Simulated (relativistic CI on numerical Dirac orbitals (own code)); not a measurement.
Computed by Dirac-Coulomb-Breit CI, KLI orbitals optimised for each configuration, model QED (radiative potential, 1s self-energy scaled to tabulated hydrogen-like ionisation energies), unscaled Slater integrals (own radial code, finite nucleus).

Configuration list (outside the closed core [Ne]): 3s2, 3s 3p, 3p2, 3s 3d, 3d2, 3p 3d, 3p 4s, 3d 4s, 3s 4s, 3s 4p, 3s 4d, 3s 4f, 3s 5s, 3s 5p, 3s 5d, 4s2, 3s 5f, 3s 5g, 3s 6s, 3s 6p, 3s 6d. Levels of other configurations are missing.

At this charge energies of transitions that change n are usually good to better than 1 %, and those within a shell (Δn = 0) to a few per cent.

Outline of the computed level scheme of Mo XXXI. Lowest level of each configuration: 3s2 1S_0 at 0.000 eV; 3s 3p 3P°_0 at 60.276 eV; 3p2 3P_0 at 145.315 eV; 3s 3d 3D_1 at 191.717 eV; 3p 3d 3F°_2 at 256.684 eV; 3d2 3F_2 at 387.992 eV; 3s 4s 3S_1 at 798.795 eV; 3s 4p 3P°_0 at 830.228 eV; 3p 4s 3P°_0 at 871.913 eV.

Some strong electric-dipole decays among the lowest 43 levels: 3s 4p 1P°_1 → 3s2 1S_0 (3.7e+12 s⁻¹); 3s 4s 1S_0 → 3s 3p 1P°_1 (3.3e+12 s⁻¹); 3s 4s 3S_1 → 3s 3p 3P°_2 (2.2e+12 s⁻¹); 3s 4p 3P°_1 → 3s2 1S_0 (1.9e+12 s⁻¹); 3p 4s 3P°_1 → 3p2 1D_2 (1.4e+12 s⁻¹); 3s 4s 3S_1 → 3s 3p 3P°_1 (1.1e+12 s⁻¹); 3p 4s 3P°_1 → 3p2 3P_0 (7.5e+11 s⁻¹); 3s 4p 3P°_2 → 3s 3d 3D_3 (6.4e+11 s⁻¹).

LS names give the leading component of a level, which can be under half, so a name can repeat, a term be missing and a line seem to break the LS rules.
